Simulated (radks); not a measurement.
Neutral titanium inside a hard spherical wall (all orbitals vanish at R), configuration held at [Ar] 3d2 4s2 and not refilled when levels cross. Method: scalar-relativistic Kohn-Sham, PBE, spin-polarised, spherical densities, point nucleus; open shells are filled with parallel spins first; computed with a radial shooting solver on a logarithmic mesh with Libxc functionals. Eigenvalues in eV for spin up, with the zero of energy where the potential of the charges vanishes at infinity; a dash marks a level that is unbound or too diffuse for the functional's potential to be trusted. A positive occupied level is held by the wall or, in an anion where self-interaction has pushed it up, behind a barrier. The pressure on the wall is -dE/dV.

R (bohr),E (hartree),kinetic (hartree),e(3s),e(3p),e(3d),e(4s),"e(4p, empty)","e(5s, empty)",pressure (GPa)
free,-853.59185,860.781,-63.249,-39.480,-4.819,-4.669,-1.563,-,0
20,-853.59185,860.781,-63.249,-39.480,-4.819,-4.669,-1.563,-,< 0.0001
15,-853.59185,860.781,-63.248,-39.479,-4.819,-4.668,-1.559,0.273,< 0.0001
12,-853.59174,860.783,-63.236,-39.467,-4.807,-4.659,-1.525,0.852,0.00203
8,-853.58375,860.839,-62.846,-39.078,-4.443,-4.341,-0.904,4.734,0.307
7,-853.56910,860.920,-62.383,-38.619,-4.018,-3.924,-0.221,7.776,1.12
5,-853.40807,861.579,-59.619,-35.902,-1.473,-0.694,4.404,24.347,18.6
3,-851.55107,867.503,-47.724,-24.273,11.151,25.741,36.425,113.23,762
1.5,-819.61343,953.418,36.833,65.311,107.03,315.36,326.79,750.02,87800
